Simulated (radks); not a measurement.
The numbers below are computed, except where a source is named.
Polarisability of the copper ion Cu5+, [Ar] 3d6, at imaginary frequency. Code: a radial shooting solver on a logarithmic mesh with Libxc functionals. Model: scalar-relativistic Kohn-Sham, LB94 model potential, spin-polarised, spherical densities, finite nucleus; open shells are filled with parallel spins first; Fermi nuclear charge, rms radius 3.8823 fm. Response by self-consistent Sternheimer equations with the Hartree and adiabatic LDA kernel, the relativistic mass of each level held fixed and spin-orbit coupling left out.

w (hartree),alpha1(iw) (bohr^3)
0.00266,0.7031
0.0143,0.7031
0.0360,0.7030
0.0697,0.7026
0.118,0.7018
0.186,0.6999
0.280,0.6958
0.413,0.6875
0.605,0.6711
0.892,0.6390
1.35,0.5792
2.12,0.4766
3.59,0.3258
6.94,0.1577
17.5,0.04011

Static values: alpha1 = 0.7031 bohr^3 (0.1042 angstrom^3; uncoupled 0.8729). C6 = 1.243, triple-dipole C9 = 0.6174 atomic units. One-pole (London) frequency 4 C6 / (3 alpha1^2) = 3.351 hartree, against 3.873 for minus the highest occupied eigenvalue.
